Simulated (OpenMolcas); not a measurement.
## Lu+: from CASSCF to CASPT2

```json
{
 "Program": "OpenMolcas 26.06",
 "Basis": "ANO-RCC-VQZP [9s8p6d4f3g2h]",
 "Scalar Hamiltonian": "DKH2, point nucleus",
 "Active space": "2 electrons in 11 orbitals (5d 6s 6d)",
 "State averaging": "2S+1 = 1 even, 6 roots; 2S+1 = 3 even, 5 roots kept (CI in the orbitals of an earlier block)",
 "Spin-orbit coupling": "RASSI with atomic mean-field integrals over the reference wave functions, term energies averaged over their components"
}
```

Methods on the same reference wave functions:
A. CASSCF
B. SS-CASPT2, IPEA 0.25 Eh, imaginary shift 0.1 Eh (closed shells correlated: 5s 5p)

Energies in cm⁻¹ above 6s² ¹S₀, the measured ground level; measured values from NIST Handbook of Basic Atomic Spectroscopic Data.

| Level | A | B | Measured |
| --- | --- | --- | --- |
| 6s² ¹S₀ | 0.0 | 0.0 | 0.0 |
| 5d 6s ³D₁ | 9056 | 10960 | 11796 |
| 5d 6s ³D₂ | 9867 | 11700 | 12435 |
| 5d 6s ³D₃ | 11835 | 13740 | 14199 |
| 5d 6s ¹D₂ | 15872 | 16650 | 17333 |

Deviations, from unrounded energies. A percentage is the sum of absolute deviations over the sum of measured energies, with the sign that they share, or ± where signs differ.

| Against measurement | Levels | A | B |
| --- | --- | --- | --- |
| mean absolute deviation (cm-1) | 4 | 2300 | 680 |
| other configurations (%) | 4 | -16.4 | -4.9 |

B lies closest to measurement on these levels. The largest miss of B in the table is 5d 6s ³D₁, by -840 cm-1. The ranking rests on the paired levels alone, and a cruder setting can come out closer through cancelling errors.

The lowest spin-free term lies below A's lowest term by 0.226 hartree in B.

CASPT2 does not keep the components of a term degenerate, so their means are used; among the terms shown or strongly mixed into the levels shown the widest spread is 38 cm-1 (5d 6s ³D, B). Terms from blocks run as CI alone lack orbitals of their own. Active for correlation alone: 6d; no level in the range computed is led by a configuration that fills it, so any true level of that kind is missing. Without dynamic correlation excited terms often stand tens of per cent too high (terms of higher spin than the ground term too low), and those without a measured partner can miss by more than the paired ones (holds for A). Measured partners are found by configuration, term and J. A level has none where our copy of the source lacks it or the pairing is in doubt (some pairs that miss far off the trend of their configuration count as doubtful), and it then counts in no deviation. Only configurations of the active space appear.
